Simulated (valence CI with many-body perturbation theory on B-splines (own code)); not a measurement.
Results of a calculation; reference values are marked as such.
# Energy levels of Pr XXXVII

Method: valence CI with perturbative core correlation (CI+MBPT): five valence electrons over a frozen Dirac-Fock core [Ar], a basis of 7 s, 7 p, 8 d, 6 f, 4 g, 1 h functions for each j, with the one-electron correlation potential Σ1 (screened to all orders), the two-electron term Σ2, the three-electron term Σ3, Breit, model QED; selected single and double excitations, second order for the rest, scaled by the run's own slope (own B-spline code, finite nucleus).

No measured spectrum was set against this ion. As an estimate, large intervals hold to a few tenths of a per cent, small ones and those within an open d or f shell to about a per cent. Only levels of the ground parity were solved; by the run's estimate the other parity begins above the list, which can be wrong where configurations are misplaced.

Levels 1 to 37 of 37, with energies above the lowest level, (3d3/2^4 3d5/2) J=5/2. "Leading %" is the weight of the configuration and term that name the level; weights of strongly mixed levels are sums over their largest components and can fall short. In the jj column 3d3/2^4 stands for four electrons in 3d with j = 3/2.

```
No.  Configuration  Term     J  E (cm⁻¹)  Leading %               Leading jj  Second component      g
  1            3d⁵    ⁴P   5/2         0         31     3d3/2^4 3d5/2 (78 %)       31 % 3d⁵ ⁶S  1.528
  2            3d⁵    ⁶S   5/2    129570         36   3d3/2^3 3d5/2^2 (68 %)       25 % 3d⁵ ²F  1.264
  3            3d⁵    ⁴G   7/2    202280         41   3d3/2^3 3d5/2^2 (97 %)       22 % 3d⁵ ²F  1.144
  4            3d⁵    ⁴D   3/2    209030         41   3d3/2^3 3d5/2^2 (96 %)       35 % 3d⁵ ⁴P  1.246
  5            3d⁵    ⁴G  11/2    212310         45   3d3/2^3 3d5/2^2 (95 %)       36 % 3d⁵ ²H  1.136
  6            3d⁵    ⁴G   9/2    236510         46   3d3/2^3 3d5/2^2 (88 %)       20 % 3d⁵ ⁴F  1.148
  7            3d⁵    ⁴D   5/2    247600         38   3d3/2^3 3d5/2^2 (77 %)       18 % 3d⁵ ⁴G  1.144
  8            3d⁵    ⁴P   1/2    257680         56   3d3/2^3 3d5/2^2 (77 %)       22 % 3d⁵ ⁴D  1.869
  9            3d⁵    ²F   7/2    286150         35   3d3/2^3 3d5/2^2 (90 %)       27 % 3d⁵ ⁴F  1.115
 10            3d⁵    ²D   5/2    328600         34   3d3/2^2 3d5/2^3 (69 %)       21 % 3d⁵ ⁴G  1.223
 11            3d⁵    ²D   3/2    350380         54   3d3/2^3 3d5/2^2 (65 %)       23 % 3d⁵ ⁴F  0.799
 12            3d⁵    ⁴D   7/2    365590         50   3d3/2^2 3d5/2^3 (94 %)       35 % 3d⁵ ⁴G  1.210
 13            3d⁵    ²I  11/2    372080         55   3d3/2^2 3d5/2^3 (95 %)       42 % 3d⁵ ⁴G  1.068
 14            3d⁵    ⁴G   9/2    385960         48   3d3/2^2 3d5/2^3 (88 %)       41 % 3d⁵ ²G  1.143
 15            3d⁵    ⁴D   1/2    398110         75   3d3/2^2 3d5/2^3 (94 %)       15 % 3d⁵ ⁴P  0.584
 16            3d⁵    ²I  13/2    403010        100  3d3/2^2 3d5/2^3 (100 %)                    1.070
 17            3d⁵    ⁴P   3/2    407630         52   3d3/2^2 3d5/2^3 (92 %)       33 % 3d⁵ ⁴F  1.188
 18            3d⁵    ²F   5/2    421270         41   3d3/2^2 3d5/2^3 (89 %)       24 % 3d⁵ ⁴D  1.016
 19            3d⁵    ²H   9/2    452930         53  3d3/2^2 3d5/2^3 (100 %)       46 % 3d⁵ ⁴F  1.101
 20            3d⁵    ²G   7/2    467540         61   3d3/2^2 3d5/2^3 (98 %)       34 % 3d⁵ ²F  0.986
 21            3d⁵    ⁴F   5/2    475950         58   3d3/2^2 3d5/2^3 (93 %)       22 % 3d⁵ ²D  1.035
 22            3d⁵    ²D   3/2    494040         86   3d3/2^2 3d5/2^3 (65 %)        8 % 3d⁵ ⁴F  0.803
 23            3d⁵    ²F   7/2    512990         45   3d3/2^2 3d5/2^3 (85 %)       39 % 3d⁵ ²G  1.051
 24            3d⁵    ²S   1/2    517130         48   3d3/2^2 3d5/2^3 (62 %)       27 % 3d⁵ ⁴P  1.842
 25            3d⁵    ⁴P   5/2    550740         34     3d3/2 3d5/2^4 (85 %)       27 % 3d⁵ ²F  1.220
 26            3d⁵    ²G   9/2    559750         66   3d3/2^2 3d5/2^3 (83 %)       18 % 3d⁵ ²H  1.105
 27            3d⁵    ⁴F   7/2    601000         35     3d3/2 3d5/2^4 (96 %)       28 % 3d⁵ ²F  1.189
 28            3d⁵    ²H  11/2    613300         60     3d3/2 3d5/2^4 (98 %)       27 % 3d⁵ ²I  1.063
 29            3d⁵    ²D   3/2    625300         48     3d3/2 3d5/2^4 (86 %)       24 % 3d⁵ ⁴D  0.900
 30            3d⁵    ²D   5/2    647770         64     3d3/2 3d5/2^4 (53 %)       24 % 3d⁵ ²F  1.125
 31            3d⁵    ²P   3/2    665740         77   3d3/2^2 3d5/2^3 (87 %)       18 % 3d⁵ ²D  1.198
 32            3d⁵    ²G   9/2    667430         73     3d3/2 3d5/2^4 (81 %)       11 % 3d⁵ ²H  1.108
 33            3d⁵    ²D   5/2    694260         66   3d3/2^2 3d5/2^3 (41 %)       21 % 3d⁵ ²F  1.113
 34            3d⁵    ²G   7/2    708990         66     3d3/2 3d5/2^4 (90 %)       27 % 3d⁵ ²F  0.975
 35            3d⁵    ²P   1/2    774150         71     3d3/2 3d5/2^4 (76 %)       24 % 3d⁵ ²S  1.016
 36            3d⁵    ²D   3/2    854610         76     3d3/2 3d5/2^4 (88 %)       19 % 3d⁵ ²P  0.886
 37            3d⁵    ²D   5/2    857690         61           3d5/2^5 (73 %)       16 % 3d⁵ ²F  1.156
```

The ionisation energy to 3d⁴ ³P0 of the next ion comes out as 2501.1 eV (NIST: 2501 ± 5 eV (theoretical)). All 37 levels together are meant to be complete up to 892180 cm⁻¹.
